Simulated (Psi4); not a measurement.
C$_{2}$H$_{2}$Cl$_{2}$, charge +1, doublet, geometry from GFN2-xTB (a state made from the parent by changing its charge; the spin is typed, not shown lowest); B3LYP/cc-pV(D+d)Z in Psi4.

The Psi4 input:
```
memory 2 GB

molecule mol {
1 2
Cl    2.075346    0.354900    0.018240
C     0.583097   -0.366983   -0.001026
C    -0.583097    0.366983    0.001026
Cl   -2.075346   -0.354900   -0.018240
H     0.558084   -1.455093   -0.015529
H    -0.558084    1.455093    0.015529
}

set {
  basis cc-pv(d+d)z
  reference uks
}

energy('b3lyp')
print_variables()
```

Q: What does Psi4 print? Leave out banner, timings and long lists.

A: 
```
   => Loading Basis Set <=

    Name: CC-PV(D+D)Z
    Role: ORBITAL
    Keyword: BASIS

         ---------------------------------------------------------
                                   SCF
               by Justin Turney, Rob Parrish, Andy Simmonett
                          and Daniel G. A. Smith
                              UKS Reference
         ---------------------------------------------------------

  ==> Geometry <==

    Molecular point group: ci
    Full point group: Ci

    Geometry (in Angstrom), charge = 1, multiplicity = 2:

       Center              X                  Y                   Z               Mass
    ------------   -----------------  -----------------  -----------------  -----------------
         CL           2.075346000000     0.354900000000     0.018240000000    34.968852682000
         C            0.583097000000    -0.366983000000    -0.001026000000    12.000000000000
         C           -0.583097000000     0.366983000000     0.001026000000    12.000000000000
         CL          -2.075346000000    -0.354900000000    -0.018240000000    34.968852682000
         H            0.558084000000    -1.455093000000    -0.015529000000     1.007825032230
         H           -0.558084000000     1.455093000000     0.015529000000     1.007825032230

  Running in ci symmetry.

  Rotational constants: A =      1.74755  B =      0.05323  C =      0.05166 [cm^-1]
  Rotational constants: A =  52390.19525  B =   1595.76554  C =   1548.59646 [MHz]
  Nuclear repulsion =  178.743901527728809

  Charge       = 1
  Multiplicity = 2
  Electrons    = 47
  Nalpha       = 24
  Nbeta        = 23

  ==> Algorithm <==

  SCF Algorithm Type is DF.
  DIIS enabled.
  MOM disabled.
  Fractional occupation disabled.
  Guess Type is SAD.
  Energy threshold   = 1.00e-06
  Density threshold  = 1.00e-06
  Integral threshold = 1.00e-12

  ==> Primary Basis <==

  Basis Set: CC-PV(D+D)Z
    Blend: CC-PV(D+D)Z
    Number of shells: 36
    Number of basis functions: 84
    Number of Cartesian functions: 90
    Spherical Harmonics?: true
    Max angular momentum: 2

  ==> DFT Potential <==

   => LibXC <=

    Version 7.1.2
    S. Lehtola, C. Steigemann, M. J. T. Oliveira, and M. A. L. Marques,  SoftwareX 7, 1–5 (2018) (10.1016/j.softx.2017.11.002)

   => Composite Functional: B3LYP <=

    B3LYP Hyb-GGA Exchange-Correlation Functional

    P. J. Stephens, F. J. Devlin, C. F. Chabalowski, and M. J. Frisch,  J. Phys. Chem. 98, 11623 (1994) (10.1021/j100096a001)

    Deriv               =              1
    GGA                 =           TRUE
    Meta                =          FALSE

    Exchange Hybrid     =           TRUE
    MP2 Hybrid          =          FALSE

   => Exchange Functionals <=

    0.0800   Slater exchange
    0.7200         Becke 88

   => Exact (HF) Exchange <=

    0.2000               HF

   => Correlation Functionals <=

    0.1900   Vosko, Wilk & Nusair (VWN5_RPA)
    0.8100   Lee, Yang & Parr

   => LibXC Density Thresholds  <==

    XC_HYB_GGA_XC_B3LYP:  1.00E-15

   => Molecular Quadrature <=

    Radial Scheme          =       TREUTLER
    Pruning Scheme         =           NONE
    Nuclear Scheme         =       TREUTLER

    Blocking Scheme        =         OCTREE
    BS radius alpha        =              1
    Pruning alpha          =              1
    Radial Points          =             75
    Spherical Points       =            302
    Total Points           =         126422
    Total Blocks           =           1016
    Max Points             =            256
    Max Functions          =             79
    Weights Tolerance      =       1.00E-15

   => Loading Basis Set <=

    Name: (CC-PV(D+D)Z AUX)
    Role: JKFIT
    Keyword: DF_BASIS_SCF

  ==> Integral Setup <==

  SCF_SUBTYPE=INCORE selected. In-core MEM_DF algorithm will be used.
  Using in-core AOs.

  ==> MemDFJK: Density-Fitted J/K Matrices <==

    J tasked:                   Yes
    K tasked:                   Yes
    wK tasked:                   No
    Algorithm:                 Core
    Schwarz Cutoff:           1E-12
    Mask sparsity (%):       3.6848
    Fitting Condition:        1E-10

   => Auxiliary Basis Set <=

  Basis Set: (CC-PV(D+D)Z AUX)
    Blend: CC-PVDZ-JKFIT
    Number of shells: 138
    Number of basis functions: 410
    Number of Cartesian functions: 472
    Spherical Harmonics?: true
    Max angular momentum: 3

  Minimum eigenvalue in the overlap matrix is 6.3955217193E-03.
  Reciprocal condition number of the overlap matrix is 1.5186850107E-03.
    Using symmetric orthogonalization.

  ==> Pre-Iterations <==

  SCF Guess: Superposition of Atomic Densities via on-the-fly atomic UHF (no occupation information).

   -------------------------
    Irrep   Nso     Nmo
   -------------------------
     Ag        42      42
     Au        42      42
   -------------------------
    Total      84      84
   -------------------------

  ==> Iterations <==

                           Total Energy        Delta E     RMS |[F,P]|

   @DF-UKS iter SAD:  -997.77653649673834   -9.97777e+02   0.00000e+00
   @DF-UKS iter   1:  -997.37816500242479    3.98371e-01   7.48120e-03 DIIS/ADIIS
   @DF-UKS iter   2:  -997.18889474621756    1.89270e-01   1.21693e-02 DIIS/ADIIS
   @DF-UKS iter   3:  -997.48885082821903   -2.99956e-01   8.31473e-04 DIIS/ADIIS
   @DF-UKS iter   4:  -997.48991848834135   -1.06766e-03   2.47386e-04 DIIS/ADIIS
   @DF-UKS iter   5:  -997.49001475440832   -9.62661e-05   5.28599e-05 DIIS
   @DF-UKS iter   6:  -997.49002116025031   -6.40584e-06   1.56320e-05 DIIS
   @DF-UKS iter   7:  -997.49002193849151   -7.78241e-07   5.03927e-06 DIIS
   @DF-UKS iter   8:  -997.49002201755991   -7.90684e-08   9.11655e-07 DIIS
  Energy and wave function converged.

  ==> Post-Iterations <==

   Electrons on quadrature grid:
      Nalpha   =   23.9999980688 ; deviation = -1.931e-06
      Nbeta    =   22.9999984946 ; deviation = -1.505e-06
      Ntotal   =   46.9999965634 ; deviation = -3.437e-06

   @Spin Contamination Metric:   2.269736211E-03
   @S^2 Expected:                7.500000000E-01
   @S^2 Observed:                7.522697362E-01
   @S   Expected:                5.000000000E-01
   @S   Observed:                5.000000000E-01

    Orbital Energies [Eh]
    ---------------------

    Alpha Occupied:

[...]
    Alpha Virtual:

[...]
    Beta Occupied:

[...]
    Beta Virtual:

[...]
      42Au     5.198282

    Final Occupation by Irrep:
             Ag    Au
    DOCC [    12,   11 ]
    SOCC [     0,    1 ]
    NA   [    12,   12 ]
    NB   [    12,   11 ]

  @DF-UKS Final Energy:  -997.49002201755991

   => Energetics <=

    Nuclear Repulsion Energy =            178.7439015277288092
    One-Electron Energy =               -1717.5067717055696903
    Two-Electron Energy =                 595.8902927088747674
    DFT Exchange-Correlation Energy =     -54.6174445485938946
    Empirical Dispersion Energy =           0.0000000000000000
    VV10 Nonlocal Energy =                  0.0000000000000000
    Total Energy =                       -997.4900220175599088

  UHF NO Occupations:
  HONO-2 :   11 Au 1.9997013
  HONO-1 :   12 Ag 1.9995619
  HONO-0 :   12 Au 1.0000000
  LUNO+0 :   13 Ag 0.0004381
  LUNO+1 :   13 Au 0.0002987
  LUNO+2 :   14 Au 0.0001173
  LUNO+3 :   14 Ag 0.0001070

Computation Completed

Properties will be evaluated at   0.000000,   0.000000,   0.000000 [a0]

Properties computed using the SCF density matrix

 Multipole Moments:

 ------------------------------------------------------------------------------------
     Multipole            Electronic (a.u.)      Nuclear  (a.u.)        Total (a.u.)
 ------------------------------------------------------------------------------------

 L = 1.  Multiply by 2.5417464519 to convert [e a0] to [Debye]
 Dipole X            :          0.0000000            0.0000000            0.0000000
 Dipole Y            :          0.0000000            0.0000000            0.0000000
 Dipole Z            :          0.0000000            0.0000000            0.0000000
 Magnitude           :                                                    0.0000000

 ------------------------------------------------------------------------------------

  Variable Map:
  ----------------------------------------------------------------------------
[...]
  Array Variable Map:
  ----------------------------------------------------------------------------
[...]
[...]
```
